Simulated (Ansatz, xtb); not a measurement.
# Isomers of N2SSi in order of energy

6 gas-phase structures of N2SSi, found in a search over its isomers (lower ones may exist). Each was relaxed with GFN2-xTB; where two conformers were screened, the lower at r2SCAN-D4/def2-SVP is listed:

A. `S=[Si]1N=N1`, a singlet
B. `N#SN=[Si]`, a singlet
C. `[Si]=NN=S`, a triplet
D. the triplet with the links of `[N-]=[N+]=[Si]=S`
E. a singlet given by its coordinates
F. `[Si]=NN=S`, a singlet

E (Å):

```tsv
atom	x (Å)	y (Å)	z (Å)
N	-1.6657	1.5595	-2.5105
N	-2.4409	1.6085	-1.4707
S	-1.6395	0.7036	-3.8332
Si	-1.1565	2.7945	-1.2744
```

Close contacts (Å): N1–N2 1.30, N1–S3 1.58, N1–Si4 1.82, N2–Si4 1.76.

**Question.** Which do you expect lowest at r2SCAN-D4/def2-SVP, and how would the others follow?

**Answer.** Calculated order at r2SCAN-D4/def2-SVP: D (0.0), A (51.2), C (68.1), F (81.6), E (90.6), B (130.0) kJ/mol.

Energies above the lowest of each column, in kJ/mol; the last columns are at PBE0-D3(BJ)/def2-SVP geometries and were run for some of them only (a dash: not run or not comparable):

| structure | GFN2-xTB | HF/STO-3G | r2SCAN-D4/def2-SVP | PBE0-D3(BJ)/def2-SVP | CCSD(T)/def2-TZVPP |
| --- | --- | --- | --- | --- | --- |
| D | – | 0.0 | 0.0 | 0.0 | 0.0 |
| A | 88.8 | 51.4 | 51.2 | 80.2 | 31.7 |
| C | – | 17.1 | 68.1 | – | – |
| F | 0.0 | 65.1 | 81.6 | – | – |
| E | 55.9 | 8.1 | 90.6 | – | – |
| B | 77.4 | 218.9 | 130.0 | – | – |

Every level run on D puts it lowest or level with the lowest. Some further structures that were screened fall inside this span and aren't listed. Flexible structures stand in one conformer each, not always the lowest. Frequencies (PBE0-D3(BJ)/def2-SVP) were run for A, D alone. GFN2-xTB has no spin polarisation and isn't compared across spin states. Open shells are spin-unrestricted, some with notable spin contamination.

Over these structures GFN2-xTB departs from r2SCAN-D4/def2-SVP by 35.2 kJ/mol on average once a common shift is removed. A GFN2-xTB relaxation took about 0.069 s and the r2SCAN-D4/def2-SVP energy about 1 s on a shared host (Ansatz 0.2.0, xtb 6.7.1).
